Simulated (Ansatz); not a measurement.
A structure relaxed at PBE-D4/def2-SVPD in Ansatz, charge -1, singlet:

```xyz
7

P     0.001   -0.004   -0.006
Na   -2.179    1.004    1.307
Na   -2.080   -0.678   -1.651
Na    2.064    0.674    1.660
Na    1.064    2.211   -1.214
Na    2.198   -0.992   -1.302
Na   -1.068   -2.215    1.206
```

Give its formula.

Na6P⁻.

Summarise the bond lengths by kind (pairs closer than 1.2 times the sum of covalent radii, bridged metal pairs left out).

6 × Na–P 2.74 Å.

The restricted singlet is unstable towards broken spin symmetry at other levels; at PBE-D4/def2-SVPD this wasn't settled. The highest occupied level of the charge -1 singlet lies above zero (up to 0.46 eV). The electron is either unbound and held by the finite basis, or the level is raised by self-interaction error. Another isomer (singlet) lies 0.07 eV lower at PBE0-D4/def2-TZVPD; other spin states weren't run for this one.
